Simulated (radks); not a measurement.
The numbers below are computed, except where a source is named.
Os67+, configuration [He] 2s2 2p5. Code: a radial shooting solver on a logarithmic mesh with Libxc functionals. Model: scalar-relativistic Kohn-Sham, PBEsol, spin-polarised, spherical densities, finite nucleus; open shells are filled with parallel spins first (spin-orbit coupling, left out, can overturn this in heavy ions); Fermi nuclear charge, rms radius 5.4126 fm.

Normalised radial functions P(r) = r R(r), r in bohr:

| r | 1s down | 2p up |
|---|---|---|
| 0.0007295 | 1.5096 | 0.0121 |
| 0.0008769 | 1.7407 | 0.0164 |
| 0.001063 | 2.0146 | 0.0226 |
| 0.001277 | 2.3107 | 0.0307 |
| 0.001547 | 2.6567 | 0.0422 |
| 0.001875 | 3.0410 | 0.0580 |
| 0.002254 | 3.4444 | 0.0787 |
| 0.002731 | 3.8981 | 0.1082 |
| 0.003283 | 4.3576 | 0.1464 |
| 0.003977 | 4.8508 | 0.2003 |
| 0.004781 | 5.3202 | 0.2697 |
| 0.005793 | 5.7821 | 0.3662 |
| 0.006963 | 6.1683 | 0.4883 |
| 0.008437 | 6.4743 | 0.6544 |
| 0.01022 | 6.6376 | 0.8686 |
| 0.01229 | 6.6196 | 1.1262 |
| 0.01489 | 6.3833 | 1.4548 |
| 0.0179 | 5.9310 | 1.8269 |
| 0.02169 | 5.2323 | 2.2651 |
| 0.02607 | 4.3870 | 2.7110 |
| 0.03158 | 3.4013 | 3.1626 |
| 0.03796 | 2.4569 | 3.5265 |
| 0.046 | 1.5794 | 3.7625 |
| 0.05574 | 0.8949 | 3.7794 |
| 0.067 | 0.4501 | 3.5454 |
| 0.08118 | 0.1835 | 3.0437 |
| 0.09758 | 0.0631 | 2.3818 |
| 0.1182 | 0.0160 | 1.6277 |
| 0.1421 | 0.0032 | 0.9787 |
| 0.1722 | 0.0004 | 0.4801 |
| 0.207 | 0.0000 | 0.1967 |
| 0.2508 | 0.0000 | 0.0595 |

1s down: eigenvalue -80258 eV, 0 radial nodes, <r> = 0.0177 bohr, 90 % of the charge inside 0.0323 bohr. 2p up: eigenvalue -17228.8 eV, 0 radial nodes, <r> = 0.0656 bohr, 90 % of the charge inside 0.106 bohr.
